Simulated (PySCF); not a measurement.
Molecule: `CCOCC(C)(C)C`, C7H16O.

Cartesian coordinates in Å; atom numbers follow the order of the lines, from 1:
```xyz
24

C     2.963   -0.159   -0.034
C     2.001    0.639   -0.896
O     0.690    0.145   -0.891
C    -0.037    0.380    0.279
C    -1.490   -0.058    0.084
C    -2.245    0.206    1.386
C    -2.114    0.747   -1.057
C    -1.526   -1.550   -0.250
H     2.931   -1.223   -0.312
H     3.993    0.203   -0.176
H     2.728   -0.078    1.038
H     2.008    1.705   -0.589
H     2.329    0.606   -1.947
H     0.392   -0.171    1.140
H    -0.007    1.460    0.539
H    -3.301   -0.088    1.288
H    -1.815   -0.368    2.223
H    -2.219    1.274    1.657
H    -1.543    0.607   -1.985
H    -2.124    1.824   -0.822
H    -3.154    0.432   -1.236
H    -1.090   -2.148    0.565
H    -0.953   -1.756   -1.165
H    -2.562   -1.892   -0.403
```

Geometry PBE0-D3(BJ)/def2-SVP throughout; GIAO in PySCF, gas phase, one conformer, non-relativistic; equivalent atoms averaged; functional PBE0.

Q: How do the absolute shieldings σ depend on the basis set? (a selection of nuclei; ppm; last column core-seconds on shared hosts with different chips, so compare them loosely)

A: 
```csv
basis set,functions,C4,C5,C6/C7/C8,C1,O3,H12/H13,H14/H15,H16/H17/H18/H19/H20/H21/H22/H23/H24,H9/H10/H11,core-s
STO-3G,56,174.0,201.9,208.9,218.4,369.0,30.77,31.28,31.79,31.90,7.4
pcSseg-0,104,110.6,161.9,162.7,177.7,305.4,29.13,29.92,31.72,31.59,14
6-31G,104,123.3,167.6,171.1,185.1,291.7,28.83,29.45,31.41,31.38,14
6-31G*,144,119.3,164.1,167.3,179.8,298.4,28.30,28.87,30.98,30.88,21
cc-pVDZ,192,119.2,162.6,168.6,181.8,296.0,27.77,28.39,30.42,30.27,37
def2-SVP,192,117.3,164.0,166.1,180.3,301.2,27.92,28.52,30.50,30.36,34
pcSseg-1,216,104.5,152.5,156.3,169.6,286.1,27.71,28.43,30.37,30.14,34
"6-311+G(2d,p)",312,108.1,153.2,159.7,172.3,281.3,27.94,28.58,30.67,30.44,66
aug-cc-pVDZ,328,118.8,160.3,168.6,180.7,290.1,27.73,28.41,30.47,30.26,92
```

Q: Which nucleus among those listed moves most, in ppm?

A: O3 (ether oxygen): from 281.3 ppm with 6-311+G(2d,p) to 369.0 ppm with STO-3G. The smallest spread is 1.42 ppm, at H16/H17/H18/H19/H20/H21/H22/H23/H24. Proton shifts span only some 12 ppm, so a few tenths of a ppm matter as much there as several ppm in carbon.

Q: Taking the largest basis, aug-cc-pVDZ (328 functions), as the yardstick, rank the others by their worst heavy-atom deviation.

A: cc-pVDZ 5.9 ppm (192 functions), 6-31G 7.2 ppm (104 functions), 6-31G* 8.2 ppm (144 functions), 6-311+G(2d,p) 10.7 ppm (312 functions), def2-SVP 11.1 ppm (192 functions), pcSseg-1 14.3 ppm (216 functions), pcSseg-0 15.3 ppm (104 functions), STO-3G 78.9 ppm (56 functions).

A small basis that lands close on one nucleus may do so by chance; judge by the trend and by all nuclei.
